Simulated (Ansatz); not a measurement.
Reaction (formal exchange of groups at the Si–Ge bond): `N[SiH2][GeH2][SH]` + CH₄ → `C[SiH2]N` + `[SH][GeH3]`

Computed with Ansatz on PBE0-D4/def2-TZVP structures; ΔE is electronic, products minus reactants. CBS: MP2 limit from def2 TZ/QZ plus the TZ coupled-cluster correction, frozen cores. This one scheme is used for every species. DFT in def2-TZVPP. For Ge outer-core shells are correlated without core-valence functions, which leaves a few kJ/mol of doubt a bond. Scalar relativity is left out up to krypton. One conformer a species, not always the lowest.

`N[SiH2][GeH2][SH]`:

Cartesian coordinates in Å:
```
N -1.076 -1.682 0.880
Si -0.648 -0.025 0.700
Ge 1.105 0.221 -0.895
S 1.563 2.403 -1.094
H -2.000 -1.927 1.198
H -0.396 -2.356 1.193
H -0.205 0.678 1.941
H -1.853 0.683 0.188
H 0.765 -0.366 -2.279
H 2.444 -0.381 -0.430
H 0.302 2.749 -1.402
```

CH₄:

Z-matrix (Å, degrees):
```
C
H 1 1.090
H 1 1.090 2 109.5
H 1 1.090 2 109.5 3 -120.0
H 1 1.090 2 109.5 3 120.0
```

`C[SiH2]N`:

Cartesian coordinates in Å:
```
C -0.335 0.927 -0.993
Si -0.468 -0.382 0.338
N 1.010 -0.903 1.048
H -1.326 1.186 -1.377
H 0.269 0.575 -1.834
H 0.125 1.839 -0.605
H -1.115 -1.587 -0.251
H -1.312 0.155 1.441
H 1.643 -1.498 0.539
H 1.507 -0.313 1.694
```

`[SH][GeH3]`:

Z-matrix (Å, degrees):
```
Ge
S 1 2.224
H 1 1.536 2 110.4
H 1 1.533 2 104.8 3 119.2
H 1 1.536 2 110.4 3 -121.7
H 2 1.343 1 94.6 3 60.6
```

| level | ΔE (kJ/mol) |
| --- | --- |
| r2SCANh | 20.5 |
| BHLYP | 14.2 |
| HF/def2-TZVPP | 7.9 |
| SCS-MP2/def2-QZVPP | 15.5 |

Problem. What does CCSD(T)/CBS give? (An estimate is asked.)

Solution. Computed: +20.4 kJ/mol. The listed levels differ from it by 0.1, -6.2, -12.5, -4.9 kJ/mol.

Largest T1 diagnostic among the species: 0.011.

Leaving LDA and LC-ωPBE aside and taking each functional with its dispersion term where it has one, the values, not all of them listed here, spread over 13.6 kJ/mol, from ωB97M-V to PBE-D4. LDA lies −3.8 kJ/mol from PBE without D4. In def2-TZVPP, CCSD(T) changes the Hartree–Fock value by +10.7 kJ/mol (the triples alone add +1.8 kJ/mol) and MP2 by +9.8 kJ/mol.
